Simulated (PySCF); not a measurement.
SnFCl, SMILES [F][Sn][Cl] (connectivity only; charge and spin as stated), neutral, multiplicity 1. Atoms are numbered in the order given.

```xyz
3

Sn     0.3434    -0.4290     0.0000
F     -1.4616    -1.1271     0.0000
Cl    -0.2362     1.8585     0.0000
```

Geometry: PBE0-D3(BJ)/def2-TZVP. The def2 effective core potentials stand for the cores of Sn; spin–orbit coupling is left out.

Computed with PBE0-D3(BJ)/def2-TZVP run with PySCF.

Frequencies are harmonic and unscaled.

```json
[
 {"mode": "1", "ν (cm⁻¹)": "157", "IR (km/mol)": "6.6", "Raman (Å⁴/amu)": "1.6", "depolarisation": "0.64", "moving atoms (share of kinetic energy)": "F 63 %, Cl 26 %, Sn 11 %"},
 {"mode": "2", "ν (cm⁻¹)": "353", "IR (km/mol)": "79.5", "Raman (Å⁴/amu)": "10.1", "depolarisation": "0.38", "moving atoms (share of kinetic energy)": "Cl 75 %, Sn 24 %"},
 {"mode": "3", "ν (cm⁻¹)": "594", "IR (km/mol)": "104.1", "Raman (Å⁴/amu)": "5.3", "depolarisation": "0.44", "moving atoms (share of kinetic energy)": "F 86 %, Sn 14 %"}
]
```
